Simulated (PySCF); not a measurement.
## Electron correlation in P³⁺ (phosphorus, charge +3)

[Ne] 3s2, closed-shell 1S. Computed with PySCF 2.14 in x2c-QZVPPall with one added diffuse shell each of s, p, d, f type (10s7p5d3f1g, 86 functions), with scalar relativity by spin-free X2C-1e. Frozen: 1s2; 10 electrons correlated.

| level | correlation energy (mhartree) |
| --- | --- |
| CCSD | -235.71 |
| (T) | -2.27 |
| CCSD(T) | -237.98 |

Diagnostics: T1 = 0.0041, D1 = 0.0116, largest double amplitude 0.105.

Task: Is a single reference adequate?

Result: Mostly. T1 lies below 0.03, but a double amplitude of this size points to a near-degeneracy that CCSD handles and MP2 describes poorly.

This basis was not built for core-valence correlation, so the inner-shell part is incomplete.
